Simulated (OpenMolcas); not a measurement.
**A ladder of methods for Si2H3OF (SMILES F[Si]O[SiH3])**

Si2H3OF: 7 atoms, total charge 0, spin state singlet. SMILES: `F[Si]O[SiH3]`. The shape is that of a PBE0-D4/def2-TZVP optimisation. This is one conformer, not always the lowest.

```tsv
atom	x (Å)	y (Å)	z (Å)
F	0.6393	-1.8295	1.6087
Si	-0.4287	-2.1655	0.4415
O	-0.5383	-0.7365	-0.3346
Si	-0.0256	0.8371	-0.4067
H	-0.7051	1.4807	-1.5555
H	-0.3857	1.5378	0.8500
H	1.4440	0.8758	-0.6033
```

Each level gives the dipole moment (D). The values are calculated.

```csv
level,kind,program,value (D),CPU time
HF/def2-SVPD,Hartree–Fock,OpenMolcas,1.14,17 s
SVWN5/def2-SVPD,LDA,OpenMolcas,1.08,31 s
BLYP/def2-SVPD,GGA,OpenMolcas,1.01,41 s
revPBE/def2-SVPD,GGA,OpenMolcas,1.03,44 s
M06-L/def2-SVPD,meta-GGA,OpenMolcas,1.09,52 s
r2SCAN/def2-SVPD,meta-GGA,OpenMolcas,1.08,52 s
BHLYP/def2-SVPD,global hybrid,OpenMolcas,1.09,37 s
M06-2X/def2-SVPD,hybrid meta-GGA,OpenMolcas,1.06,48 s
```

The values span 1.01 to 1.14 D. Magnitudes only. Times are those of the runs behind each value, whatever else they computed, on shared processors of several kinds: orders of magnitude only.
